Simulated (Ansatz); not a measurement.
Reaction (formal exchange of groups at a Te–B bond): `OB(O)[TeH]` + `CI` → `[TeH]CI` + `OBO`

Calculated with Ansatz (gas phase, PBE0-D4/def2-TZVP geometries, no zero-point term in ΔE). CBS: MP2 limit from def2 TZ/QZ plus the TZ coupled-cluster correction, frozen cores. This one scheme is used for every species. Functionals use def2-TZVPP. B3LYP here is the variant with VWN-RPA as its local correlation; programs differ in this. Elements past krypton have def2 core potentials. For I, Te outer-core shells are correlated without core-valence functions, which leaves a few kJ/mol of doubt a bond. One conformer a species, not always the lowest.

```json
{"level": "r2SCAN-D4", "ΔE (kJ/mol)": "81.9", "difference from CCSD(T)/CBS": "10.9"}
{"level": "PBE0-D4", "ΔE (kJ/mol)": "79.7", "difference from CCSD(T)/CBS": "8.7"}
{"level": "B3LYP-D4", "ΔE (kJ/mol)": "71.8", "difference from CCSD(T)/CBS": "0.8"}
{"level": "ωB97X-V", "ΔE (kJ/mol)": "75.9", "difference from CCSD(T)/CBS": "4.9"}
{"level": "ωB97M-V", "ΔE (kJ/mol)": "75.7", "difference from CCSD(T)/CBS": "4.7"}
{"level": "B2PLYP", "ΔE (kJ/mol)": "72.9", "difference from CCSD(T)/CBS": "1.9"}
{"level": "PBE", "ΔE (kJ/mol)": "77.1", "difference from CCSD(T)/CBS": "6.1"}
{"level": "r2SCAN", "ΔE (kJ/mol)": "82.0", "difference from CCSD(T)/CBS": "11.0"}
{"level": "B3LYP", "ΔE (kJ/mol)": "73.9", "difference from CCSD(T)/CBS": "2.9"}
{"level": "HF/def2-TZVPP", "ΔE (kJ/mol)": "79.6", "difference from CCSD(T)/CBS": "8.6"}
{"level": "SCS-MP2/def2-TZVPP", "ΔE (kJ/mol)": "69.4", "difference from CCSD(T)/CBS": "-1.6"}
{"level": "CCSD/def2-TZVPP", "ΔE (kJ/mol)": "74.5", "difference from CCSD(T)/CBS": "3.5"}
{"level": "CCSD(T)/def2-TZVPP", "ΔE (kJ/mol)": "73.7", "difference from CCSD(T)/CBS": "2.7"}
{"level": "SCS-MP2/def2-QZVPP", "ΔE (kJ/mol)": "67.9", "difference from CCSD(T)/CBS": "-3.1"}
{"level": "MP2/CBS(def2)", "ΔE (kJ/mol)": "69.4", "difference from CCSD(T)/CBS": "-1.6"}
{"level": "CCSD/CBS(def2)", "ΔE (kJ/mol)": "71.8", "difference from CCSD(T)/CBS": "0.8"}
{"level": "CCSD(T)/CBS", "ΔE (kJ/mol)": "71.0", "difference from CCSD(T)/CBS": "0"}
```

Largest T1 diagnostic among the species: 0.013.

In def2-TZVPP, CCSD(T) changes the Hartree–Fock value by −6.0 kJ/mol (the triples alone add −0.8 kJ/mol) and MP2 by −7.6 kJ/mol. From PBE to PBE0 (25 % exact exchange), in def2-TZVPP and without D4, ΔE moves by +3.6 kJ/mol.
